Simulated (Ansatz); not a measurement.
Name a neutral molecule of C, Ge, Te and H with size of the dipole moment (ωB97M-V/def2-TZVPP) between 0.95 and 1.25 D and HOMO–LUMO gap (B3LYP/def2-TZVPP) between 4.85 and 5.15 eV (Ansatz, PBE0-D4/def2-TZVP geometry).

`[GeH3][CH2][TeH]` (1.06 D, 4.96 eV). Other molecules can fit too; these were computed, each in one conformer that needn't be the lowest.

B3LYP here is the variant with VWN-RPA as its local correlation; programs differ in this.
